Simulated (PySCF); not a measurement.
Compound: C8H15P.
Structure used (GFN2-xTB), in Å, numbered top down from 1:
```xyz
24
C8H15P angstrom
C      1.2242    2.2868    0.8554
C      1.2133    0.8583    0.4214
C      2.0997    0.2818   -0.3829
C      1.9636   -1.1886   -0.6232
C      1.0111   -1.7373    0.4451
P     -0.0221   -0.3252    1.1006
C     -1.2996   -0.2659   -0.2938
C     -1.9062    1.1248   -0.4331
C     -2.3840   -1.2922    0.0215
H      1.9210    2.8699    0.2554
H      1.5312    2.3443    1.9002
H      0.2327    2.7299    0.7844
H      2.9008    0.8201   -0.8704
H      1.5727   -1.3640   -1.6304
H      2.9367   -1.6825   -0.5695
H      1.5823   -2.1309    1.2901
H      0.3783   -2.5437    0.0730
H     -0.7993   -0.5354   -1.2310
H     -2.7370    1.1020   -1.1378
H     -1.1700    1.8354   -0.8017
H     -2.2848    1.4751    0.5262
H     -1.9598   -2.2856    0.1583
H     -2.9045   -1.0177    0.9374
H     -3.1119   -1.3398   -0.7874
```

Probes without a nucleus sit at each ring's centroid and 1 Å off its mean plane on both sides; NICS is minus the shielding there, NICSzz its component along the normal. Level: GIAO PBE0/pcSseg-1 (PySCF, non-relativistic, gas phase) on the GFN2-xTB geometry, one conformer.

Ring bond lengths (Å), with Mayer bond orders in brackets: C2–C3 1.328 (1.83), C3–C4 1.496 (1.04), C4–C5 1.533 (1.01), C5–P6 1.869 (0.95), P6–C2 1.841 (0.90).

Problem. Give the NICS values of each ring in ppm.

Solution. 
| ring | type | NICS(0) | NICS(1), two faces | NICS(1)zz, two faces | rms pucker (Å) | centre to ring atoms, mean (Å) |
| --- | --- | --- | --- | --- | --- | --- |
| C2–C3–C4–C5–P6 | 5-membered ring with P; formal bonds 1 double, 4 single | -2.6 | -4.1 / -2.4 | -4.2 / -1.4 | 0.10 | 1.36 |

Problem. What do they say, and how far can they be read as aromaticity?

Solution. 
- C2–C3–C4–C5–P6: mean NICS(1)zz -2.8 ppm, near zero. C4, C5 have four or more neighbours; no verdict on aromaticity is drawn.

Problem. At the second NICS(1) probe listed for ring C2–C3–C4–C5–P6, 1 Å off the ring, what do the in-plane components average?

Solution. The isotropic value is a third of the trace: (3 × -2.4 − (-1.4))/2 = -2.9 ppm.

Problem. What are the shieldings of the ring atoms and their hydrogens in the same run (means over atoms taken as equivalent)?

Solution. 
```
   atoms                      environment  σ isotropic (ppm)  principal values of the symmetric part, first atom (ppm)
      C2  fully substituted alkene carbon               34.6                                        -66.8, 34.0, 136.7
      C3                 alkene CH carbon               43.6                                        -55.7, 64.7, 121.9
      C4                   allylic carbon              149.2                                       118.9, 153.9, 174.7
      C5   sp3 carbon bound to phosphorus              157.5                                       133.7, 163.2, 175.7
      P6             phosphine phosphorus              319.0                                       277.8, 322.1, 357.2
     H13                 vinylic hydrogen              25.51                                          23.8, 24.8, 27.9
H14 (×2)               methylene hydrogen              28.96                                          25.1, 26.7, 34.5
H16 (×2)               methylene hydrogen              29.77                                          23.8, 27.9, 37.2
```

Cost: about 2.2 min of CPU time on one thread; the machine was shared, so the figure is rough. This is the whole shielding run at PBE0/pcSseg-1, SCF included.
